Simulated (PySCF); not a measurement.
## Field gradients at the hydrogen positions

Species: C₄H₅F₂S (charge -1).
Atom-mapped SMILES: `[F:1][CH:2]([F:3])[C:4]1([S-:5])[CH2:6][CH2:7]1` (hydrogens: H8 on C2; H9, H10 on C6; H11, H12 on C7)

Cartesian coordinates in Å at the GFN2-xTB level; atoms count from 1:
```
atom  x, y, z in Å
F1     1.873    1.039   -0.623
C2     1.428   -0.096    0.006
F3     1.586   -1.072   -0.953
C4     0.026    0.032    0.542
S5     0.029    0.164    2.310
C6    -1.078   -0.705   -0.180
C7    -0.971    0.785   -0.306
H8     2.136   -0.318    0.815
H9    -1.869   -1.106    0.436
H10   -0.829   -1.316   -1.039
H11   -0.637    1.199   -1.250
H12   -1.693    1.394    0.217
```

Level: PBE0/pcSseg-1 (PySCF, non-relativistic); Q(2H) = 0.00286 b; rigid geometry, the same for H and D, with no vibrational averaging.

What are Vzz, η and χzz (234.96 MHz × Q × Vzz) at all hydrogens?

| atom | bonded to | bond length (Å) | Vzz (au) | η | χzz (kHz) |
| --- | --- | --- | --- | --- | --- |
| H8 | C2 | 1.098 | 0.2719 | 0.06 | 183 |
| H9 | C6 | 1.080 | 0.3332 | 0.07 | 224 |
| H10 | C6 | 1.082 | 0.3310 | 0.08 | 222 |
| H11 | C7 | 1.083 | 0.3309 | 0.08 | 222 |
| H12 | C7 | 1.080 | 0.3340 | 0.07 | 224 |

Give the 2H NMR doublet splittings at H9 for a magnetic field along the z, y and x axes of the gradient: 3χ/2, 3χ(1 + η)/4, 3χ(1 − η)/4.

With |χ| = 223.9 kHz and η = 0.069: 336, 180 and 156 kHz, to first order and without motion.

One conformer (not necessarily the lowest) at the GFN2-xTB geometry, without solvent, vibrations or thermal averaging. The pcSseg-1 basis has no diffuse functions, a weakness for an anion. The HOMO energy is positive at this level (+0.09 eV), so the outermost electrons may be held by the finite basis alone. GFN2-xTB bond lengths can be off by several hundredths of an ångström, more for odd bonds, and the gradients follow them. The small basis limits the accuracy of the gradients.
